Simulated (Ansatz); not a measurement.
Ir20 (started as a model of: Ir20 tetrahedron), relaxed as a singlet with RKS PBE-D4/def2-SVP in Ansatz, starting from a model built from a lattice or polyhedron. Force threshold 0.03 eV/Å.

In the def2 sets Ir takes a core potential; there is no spin–orbit coupling. Single mean-field runs in def2-SVP are fitted with def2-universal-jkfit. The restricted singlet is unstable towards broken spin symmetry at other levels; at PBE-D4/def2-SVP this wasn't settled.

Start:

```xyz
20

Ir   -3.610   -3.003   -0.534
Ir   -2.735   -0.660   -1.100
Ir   -1.844    1.691   -1.696
Ir   -0.948    4.039   -2.293
Ir   -1.107   -2.658   -0.948
Ir   -0.208   -0.296   -1.545
Ir    0.671    2.042   -2.115
Ir    1.435   -2.277   -1.345
Ir    2.289    0.021   -1.933
Ir    3.946   -1.928   -1.770
Ir   -2.189   -1.707    1.144
Ir   -1.292    0.665    0.579
Ir   -0.431    2.972    0.004
Ir    0.312   -1.357    0.750
Ir    1.203    0.996    0.173
Ir    2.833   -0.978    0.347
Ir   -0.781   -0.380    2.895
Ir    0.083    1.963    2.318
Ir    1.751   -0.045    2.471
Ir    0.621    0.899    4.599
```

```
step  energy (eV)  largest force component (eV/Å)  SCF passes
   1  -56843.3849                           2.402         149
   2  -56843.8422                           1.710         318
   3  -56844.4300                           0.600         146
   4  -56844.5986                           0.366         119
   5  -56844.6584                           0.172         118
   6  -56844.6658                           0.101          99
   7  -56844.6694                           0.099         100
   8  -56844.6734                           0.135          96
   9  -56844.6780                           0.248          88
  10  -56844.6883                           0.188          80
  11  -56844.6981                           0.197          83
  12  -56844.7018                           0.169          80
  13  -56844.7078                           0.046          70
  14  -56844.7086                           0.023          67
```

Force components are those of the run's own axes.

End:

| atom | x (Å) | y (Å) | z (Å) |
| --- | --- | --- | --- |
| Ir1 | -3.626 | -2.965 | -0.558 |
| Ir2 | -2.745 | -0.608 | -1.157 |
| Ir3 | -1.891 | 1.647 | -1.717 |
| Ir4 | -0.992 | 4.001 | -2.291 |
| Ir5 | -1.118 | -2.691 | -0.930 |
| Ir6 | -0.223 | -0.337 | -1.696 |
| Ir7 | 0.692 | 2.094 | -2.120 |
| Ir8 | 1.446 | -2.300 | -1.405 |
| Ir9 | 2.327 | 0.026 | -1.984 |
| Ir10 | 3.945 | -1.925 | -1.730 |
| Ir11 | -2.212 | -1.752 | 1.177 |
| Ir12 | -1.449 | 0.712 | 0.660 |
| Ir13 | -0.400 | 3.031 | -0.011 |
| Ir14 | 0.344 | -1.491 | 0.844 |
| Ir15 | 1.331 | 1.115 | 0.193 |
| Ir16 | 2.850 | -0.976 | 0.414 |
| Ir17 | -0.806 | -0.367 | 2.928 |
| Ir18 | 0.072 | 1.959 | 2.345 |
| Ir19 | 1.787 | -0.065 | 2.457 |
| Ir20 | 0.669 | 0.892 | 4.581 |

By distances, no bond broke or formed. The bond that changes most is Ir12–Ir15, from 2.55 to 2.85 Å (atoms count from 1).

No frequencies were taken in this run, so the end may be a saddle point.

Hardware: 4 threads of AMD EPYC 7R13 on a shared host and a share (37 GiB) of an NVIDIA H100 80GB HBM3. Wall time 2.8 min, peak host memory 1.4 GiB.
